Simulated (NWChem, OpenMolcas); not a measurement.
## Predicting a hybrid from its neighbours: GaSiH3F2

GaSiH3F2: 7 atoms, total charge 0, spin state singlet. SMILES: `[F][Ga]([F])[SiH3]`. The shape is that of a PBE0-D4/def2-TZVP optimisation.

The dipole moment y, in D, basis 6-31G(d); a is the functional's share of exact exchange. Programs: NWChem 7.3.0, OpenMolcas 26.06.

```
functional     program     a  y (D)
    revPBE  OpenMolcas     0   3.23
      BLYP  OpenMolcas     0   3.32
     B3LYP      NWChem   0.2      ?
      PBE0  OpenMolcas  0.25   3.47
     BHLYP  OpenMolcas   0.5   3.65
```

Question: Fit y = c + s·a to the known rows and predict B3LYP.

Answer: 
1. Means of the 4 rows: a = 0.1875, y = 3.417.
2. Σ(Δa)² = 0.17188, Σ(Δa·Δy) = 0.12938, so the slope is 0.12938/0.17188 = 0.75273.
3. Intercept: 3.417 − (0.75273) × 0.1875 = 3.276. The largest residual of the fit is 0.046.
4. B3LYP: 3.276 + (0.75273) × 0.2 = 3.43 D.

The run gave 3.49 D, so the prediction is off by -0.06 D, about the largest residual. More exact exchange makes the molecule more polar here. The rows mix families of semi-local functionals, which the line can't see.
